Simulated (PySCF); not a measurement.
Gas-phase reaction: InH3 + 4 Cl + 2 InCl → 3 InHCl2

Computed with PySCF and rigid-rotor harmonic-oscillator thermochemistry at 1 bar. † marks an energy on the PBE0/def2-TZVP geometry and frequencies. MP2 and CCSD(T) freeze the core. Open shells (unrestricted): Cl (multiplicity 2, electronic degeneracy 6); the rest are closed-shell singlets. Spin-orbit splitting is ignored; it lowers the true energy and changes the entropy of Cl. In: scalar-relativistic def2 core potential, no spin-orbit coupling. InH3, InHCl2: computed as isolated molecules; such fragments, hydroxides, amides, oligomers or adducts are transient or little studied in the gas. MP2 isn't extrapolated to the basis-set limit; its ΔH°(298 K) is -1119.7 kJ in def2-SVP and -1158.3 kJ in def2-TZVPP. CCSD(T) isn't extrapolated to the basis-set limit; its ΔH°(298 K) is -1041.2 kJ in def2-SVP and -1097.9 kJ in def2-TZVPP. The harmonic model lacks anharmonicity and excited electronic states, which grow with temperature; levels with a mode under 35 cm⁻¹ are left out. Soft modes under 120 cm⁻¹ make the harmonic entropy rough for InHCl2.

```csv
level,"ΔE electronic, kJ","ΔH°(298 K), kJ","ΔS°(298 K), J/K","ΔG°(1400 K), kJ"
CCSD(T)/def2-SVP†,-1048,-1041,-458,-403
CCSD(T)/def2-TZVPP†,-1105,-1098,-458,-460
M06-2X/def2-TZVP†,-1186,-1179,-458,-541
MP2/def2-TZVPP†,-1165,-1158,-458,-520
PBE0/def2-QZVP†,-1140,-1133,-458,-495
r2SCAN/def2-TZVP†,-1171,-1164,-458,-526
```
ΔH° is lowest at M06-2X/def2-TZVP† and highest at CCSD(T)/def2-SVP†. No reference value is set beside these.
